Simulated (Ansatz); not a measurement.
`N[Si](N)(N)N`, charge 0, multiplicity 1.

**Question.** Give a relaxed structure at PBE0-D4/def2-TZVP (Ansatz 0.2.0). (An estimate is asked.)

**Answer.** The calculation gave: 
Z-matrix (Å, degrees):
```
Si
N 1 1.717
N 1 1.717 2 113.2
N 1 1.717 2 113.2 3 115.8
N 1 1.717 2 102.3 3 -122.1
H 2 1.007 1 120.2 3 -46.2
H 2 1.007 1 119.9 3 168.6
H 3 1.007 1 119.9 2 75.6
H 3 1.007 1 120.2 2 -69.6
H 4 1.007 1 120.2 2 46.2
H 4 1.007 1 119.9 2 -168.6
H 5 1.007 1 120.2 2 -168.3
H 5 1.007 1 119.9 2 46.5
```
Point group S4.
This is one stationary point; other conformers may exist.
